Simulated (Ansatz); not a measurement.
`[AlH2][C@@H]1O[Si@H]1Cl` + `CN(C)C` → `CN(C)[CH2][AlH2]` + `Cl[SiH]1CO1`  (formal exchange of groups at the Al–C bond)

Computed with Ansatz on PBE0-D4/def2-TZVP structures; ΔE is electronic, products minus reactants. CCSD(T)/CBS is the MP2 limit (def2-TZVPP, def2-QZVPP) plus CCSD(T) − MP2 in def2-TZVPP, frozen cores. DFT in def2-TZVPP. One conformer a species, not always the lowest.

```tsv
species	PBE-D4 energy (Eh)
`[AlH2][C@@H]1O[Si@H]1Cl`	-1107.35469
`CN(C)C`	-174.30158
`CN(C)[CH2][AlH2]`	-417.17660
`Cl[SiH]1CO1`	-864.46976
```

(1) Work out ΔE.

Largest T1 diagnostic among the species: 0.013.

Results:

(1) ΔE = (-417.17660) + (-864.46976) − (-1107.35469) − (-174.30158) = 0.00991 Eh = +6.2 kcal/mol. CCSD(T)/CBS gives +6.6 kcal/mol.

Leaving LDA and LC-ωPBE aside and taking each functional with its dispersion term where it has one, the values, not all of them listed here, spread over 1.2 kcal/mol, from ωB97M-V to B97M-V. LDA lies −1.1 kcal/mol from PBE without D4.
